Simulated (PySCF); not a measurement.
**Spinor energies of Cu (copper, neutral)**

Start: [Ar] 3d10 4d1; 4d5/2 filled at m_j = +5/2. Calculated with PySCF 2.14 in x2c-TZVPall-2c with one added diffuse shell each of s, p, d type (7s8p5d1f, 63 functions): generalised Hartree-Fock with the X2C-1e Hamiltonian and a Gaussian nucleus; one run each with spin-orbit coupling (SO) switched off, then screened by Boettger's factors. This is a chosen level, not necessarily the ground level.

```tsv
spinor shell	electrons	ε, spin-free (eV)	ε, screened SO (eV)	weight of nominal j (screened SO)	rms radius, screened SO (bohr)
1s1/2	2	-9052.4	-9052.2	1.000	0.0601
2s1/2	2	-1138.3	-1138.3	1.000	0.254
2p1/2	2	-978.91	-993.01	1.000	0.226
3s1/2	2	-145.15	-145.15	1.000	0.767
3p1/2	2	-96.468	-98.365	1.000	0.812
3p3/2	4	-96.468	-95.552	1.000	0.823
3d3/2	4	-18.066	-18.278	1.000	1.13
3d5/2	6	-18.066	-17.928	1.000	1.15
4d5/2	1	-1.266	-1.266	1.000	8.15
```

Task: Where does 2p3/2 lie, and what is the 2p spin-orbit splitting (screened SO)?

Result: At -972.06 eV, 20.952 eV above 2p1/2.

| quantity | spin-free | screened SO |
| --- | --- | --- |
| E (hartree) | -1652.91492 | -1652.95574 |
| M_J | 5/2 | 5/2 |
| ⟨J²⟩ | 8.750 | 8.750 |
| ⟨L²⟩ | 6.000 | 6.002 |
| ⟨S²⟩ | 0.750 | 0.752 |

Without spin-orbit coupling the j labels of p, d and f shells carry no meaning; the spin-free column gives the mean over the occupied spinors of each nl shell.
